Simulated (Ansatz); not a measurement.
Method: B3LYP-D3(BJ)/def2-TZVP (Ansatz, a first-principles code). No frequencies were computed at this level.

Ansatz 0.2 input:
```yaml
crystal:
  periodic: [false, false, false]
  atoms:
    - { symbol: S, position_ang: [1.999355, -0.466588, -0.8186] }
    - { symbol: Al, position_ang: [0.006013, -0.030657, -0.029569] }
    - { symbol: S, position_ang: [-1.681018, -1.232833, -0.733609] }
    - { symbol: I, position_ang: [-0.340791, 1.821351, 1.657108] }
    - { symbol: H, position_ang: [2.581275, 0.493148, -0.099859] }
    - { symbol: H, position_ang: [-2.564832, -0.584421, 0.024528] }
basis:
  gaussian: { orbitals: def2-tzvp }
hamiltonian:
  xc: b3lyp
  dispersion: d3bj
relax:
  max_steps: 150
```

Output:

```
Functional definition: B3LYP
1300 factors; their error is unknown
mean field evaluation 1: about -36408.7300 eV, gradient 2.4e1 eV
mean field evaluation 2: about -36408.3158 eV, gradient 2.9e1 eV
mean field evaluation 4: about -36410.3545 eV, gradient 1.4e0 eV
mean field evaluation 8: about -36410.6243 eV, gradient 1.6e-1 eV
mean field evaluation 16: about -36410.6244 eV, gradient 1.5e-5 eV
mean field -36410.62436035 eV, -1338.0657652352 hartree, gradient 1.5e-5 eV, S^2 0.000000; 0 other end points of the search recorded, 0 dependent functions left out
reference -36410.62460368 eV, -1338.0657741773 hartree; 36, 36 occupied and 137, 137 virtual orbitals, 1300 factors
relax step   1: F+E_penalty+E_count = -36411.02449694 eV  Δ(F+E_penalty+E_count) = +0.000e0 eV  max|allowed force component| = 3.649e-1 eV/Å  Δτ_max = 0.0000 Å  (27 SCF iters, accepted)
these checks for a lower state are left out or cut short: starts, cluster_reference, orbital_swaps, neighbouring_geometries, increment
1300 factors; their error is unknown
mean field -36410.63081053 eV, -1338.0660022750 hartree, gradient 1.9e-5 eV, S^2 0.000000; 0 other end points of the search recorded, 0 dependent functions left out
reference -36410.63105337 eV, -1338.0660111993 hartree; 36, 36 occupied and 137, 137 virtual orbitals, 1300 factors
relax step   2: F+E_penalty+E_count = -36411.04017312 eV  Δ(F+E_penalty+E_count) = -1.568e-2 eV  max|allowed force component| = 1.774e-1 eV/Å  Δτ_max = 0.0684 Å  (30 SCF iters, accepted)
these checks for a lower state are left out or cut short: starts, cluster_reference, orbital_swaps, neighbouring_geometries, increment
1300 factors; their error is unknown
mean field -36410.63686525 eV, -1338.0662247817 hartree, gradient 1.8e-5 eV, S^2 0.000000; 0 other end points of the search recorded, 0 dependent functions left out
reference -36410.63710740 eV, -1338.0662336806 hartree; 36, 36 occupied and 137, 137 virtual orbitals, 1300 factors
relax step   3: F+E_penalty+E_count = -36411.04323725 eV  Δ(F+E_penalty+E_count) = -3.064e-3 eV  max|allowed force component| = 2.519e-2 eV/Å  Δτ_max = 0.0398 Å  (30 SCF iters, accepted)
these checks for a lower state are left out or cut short: starts, cluster_reference, orbital_swaps, neighbouring_geometries, increment
1300 factors; their error is unknown
mean field evaluation 32: about -36410.3731 eV, gradient 1.9e-3 eV
mean field -36410.63717621 eV, -1338.0662362094 hartree, gradient 1.8e-5 eV, S^2 0.000000; 0 other end points of the search recorded, 0 dependent functions left out
reference -36410.63741891 eV, -1338.0662451286 hartree; 36, 36 occupied and 137, 137 virtual orbitals, 1300 factors
relax step   4: F+E_penalty+E_count = -36411.04361220 eV  Δ(F+E_penalty+E_count) = -3.750e-4 eV  max|allowed force component| = 2.647e-2 eV/Å  Δτ_max = 0.0186 Å  (31 SCF iters, accepted)
these checks for a lower state are left out or cut short: starts, cluster_reference, orbital_swaps, neighbouring_geometries, increment
1300 factors; their error is unknown
mean field -36410.63708185 eV, -1338.0662327417 hartree, gradient 1.7e-5 eV, S^2 0.000000; 0 other end points of the search recorded, 0 dependent functions left out
reference -36410.63732434 eV, -1338.0662416532 hartree; 36, 36 occupied and 137, 137 virtual orbitals, 1300 factors
relax step   5: F+E_penalty+E_count = -36411.04376704 eV  Δ(F+E_penalty+E_count) = -1.548e-4 eV  max|allowed force component| = 2.715e-3 eV/Å  Δτ_max = 0.0045 Å  (32 SCF iters, accepted)
1300 factors; their error is unknown
mean field evaluation 64: about -36410.6371 eV, gradient 1.1e-3 eV
mean field -36410.63708185 eV, -1338.0662327417 hartree, gradient 1.7e-5 eV, S^2 0.000000; 1 other end points of the search recorded, 0 dependent functions left out
reference -36410.63732434 eV, -1338.0662416532 hartree; 36, 36 occupied and 137, 137 virtual orbitals, 1300 factors
Total energy: -36411.04400953 eV, -1338.0811870582 hartree
Atom 0 at     1.983209    -0.467275    -0.816024 Å, force    -0.001979     0.000547     0.001095 eV/Å
Atom 1 at     0.004571    -0.024501    -0.022612 Å, force     0.000407    -0.002257    -0.002715 eV/Å
Atom 2 at    -1.665636    -1.228805    -0.730173 Å, force     0.001639     0.001199     0.001610 eV/Å
Atom 3 at    -0.335089     1.789392     1.629149 Å, force    -0.000114     0.000495     0.000954 eV/Å
Atom 4 at     2.570271     0.501685    -0.091628 Å, force     0.000271     0.000017    -0.000270 eV/Å
Atom 5 at    -2.557323    -0.570495     0.031287 Å, force    -0.000224    -0.000002    -0.000675 eV/Å
Dipole moment:    -0.024511     0.130922     0.119800 e Å
```

Cost: roughly 50 core-seconds.
